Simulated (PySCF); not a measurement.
Compound: C4H6N2O2S.
Cartesian coordinates in Å at the GFN2-xTB level; atoms count from 1:
```
atom  x, y, z in Å
C1     2.2753    0.7790    0.2141
S2     1.4013   -0.7958    0.0728
O3     1.7966   -1.4597   -1.1396
O4     1.5242   -1.5384    1.2993
C5    -0.3025   -0.2949   -0.0915
C6    -1.4351   -1.0410    0.0781
N7    -2.4719   -0.1952   -0.1854
C8    -1.9305    1.0066   -0.4998
N9    -0.6288    0.9754   -0.4513
H10    1.8461    1.4453   -0.5222
H11    3.3248    0.5996    0.0184
H12    2.1235    1.1532    1.2174
H13   -1.5637   -2.0645    0.3579
H14   -3.4511   -0.4307   -0.1513
H15   -2.5123    1.8689   -0.7557
```

NICS is the negative of the GIAO shielding at a point without a nucleus: at the ring centre (0) and 1 Å above and below it (1); zz is the component along the ring normal. Level: GIAO PBE0/pcSseg-1 (PySCF, non-relativistic, gas phase) on the GFN2-xTB geometry, one conformer.

Ring bond lengths (Å), with Mayer bond orders in brackets: C5–C6 1.367 (1.51), C6–N7 1.364 (1.16), N7–C8 1.355 (1.18), C8–N9 1.303 (1.61), N9–C5 1.360 (1.31).

Task: What do the NICS probes read (ppm)?

Result: 
| ring | type | NICS(0) | NICS(1), two faces | NICS(1)zz, two faces | rms pucker (Å) | centre to ring atoms, mean (Å) |
| --- | --- | --- | --- | --- | --- | --- |
| C5–C6–N7–C8–N9 | 5-membered ring with 2 N; formal bonds all aromatic | -14.6 | -11.5 / -11.7 | -30.6 / -31.0 | 0.00 | 1.15 |

Task: What can be read from them?

Result: 
- C5–C6–N7–C8–N9: mean NICS(1)zz -30.8 ppm, shielded, aromatic by this magnetic criterion (flat ring, no four-coordinate atom).

Task: What does the geometric index give? HOMA = 1 − mean of α(R − Ropt)² over the ring bonds, with Krygowski's 1993 parameters (CC: Ropt 1.388 Å, α 257.7 Å⁻²; CN: Ropt 1.334 Å, α 93.52 Å⁻²).

Result: 
- C5–C6–N7–C8–N9: HOMA 0.92; the largest term is that of C5–C6, α(R − Ropt)² = 0.12. The geometric and the magnetic index point the same way.

Task: At the first NICS(1) probe listed for ring C5–C6–N7–C8–N9, 1 Å off the ring, what do the in-plane components average?

Result: The isotropic value is a third of the trace: (3 × -11.5 − (-30.6))/2 = -1.9 ppm.

Task: Give the inner angles of the rings and the Hirshfeld charges of the ring atoms.

Result: 
- C5–C6–N7–C8–N9: C5 110.1° (-0.019 e), C6 105.5° (-0.014 e), N7 106.9° (-0.049 e), C8 111.7° (+0.050 e), N9 105.8° (-0.187 e); sum 540.0° against 540° for a flat convex ring.

Task: How shielded are the nuclei of the rings and their hydrogens (means over atoms taken as equivalent)?

Result: 
```
atoms                          environment  σ isotropic (ppm)  principal values of the symmetric part, first atom (ppm)
   C5          substituted aromatic carbon               31.4                                        -26.3, 18.8, 101.7
   C6  aromatic CH next to a ring nitrogen               68.5                                         -2.2, 55.6, 152.0
   N7                pyrrole-type nitrogen               84.5                                       -21.0, 101.6, 172.9
   C8  aromatic CH next to a ring nitrogen               52.7                                        -13.0, 52.6, 118.4
   N9               pyridine-type nitrogen              -29.0                                      -233.3, -84.8, 231.0
  H13                    aromatic hydrogen              24.24                                          20.9, 25.0, 26.9
  H14                         N–H hydrogen              23.00                                          17.8, 22.7, 28.5
  H15                    aromatic hydrogen              24.42                                          20.3, 25.1, 27.8
```

Time: 1.8 min (grids of density and orbitals included); peak memory 0.84 GiB. Hardware: Intel Xeon at 2.50 GHz, one thread, on a shared host. This is the whole shielding run at PBE0/pcSseg-1, SCF included.
